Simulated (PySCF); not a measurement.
# UHF on F²⁺ (fluorine, charge +2)

Configuration: [He] 2s2 2p3, high-spin 4S determinant. Calculation: PySCF 2.14, in cc-pVDZ; no relativity, point nucleus.

| Property | Result |
| --- | --- |
| Total energy | -97.572691 hartree |
| One-electron energy | -126.0792 hartree |
| Hartree (Coulomb) energy | 37.6990 hartree |
| Exchange energy | -9.1925 hartree |
| Kinetic energy | 97.37770 hartree |
| ⟨S²⟩ | 3.7538 |
| ⟨L²⟩ | 0.000 |
| Sum of ⟨r⟩ | 4.861 bohr |
| Sum of ⟨r²⟩ | 5.117 bohr² |
| Density at the nucleus (Gaussians lack the cusp) | 432 bohr⁻³ |
| Spin density at the nucleus | 0.630 bohr⁻³ |
| Langevin diamagnetic susceptibility | -4.05 ×10⁻⁶ cm³/mol |
| Time after the integrals | 0.04 s of wall time on 1 thread of Neoverse-V1 (shared host) |

```csv
shell,electrons,mean orbital energy (hartree),"rms radius, mean of both spins (bohr)"
1s α,1,-28.18683,0.204
1s β,1,-28.00443,0.204
2s α,1,-3.23845,1.02
2s β,1,-2.60259,1.02
2p α,3,-2.34461,0.991
```
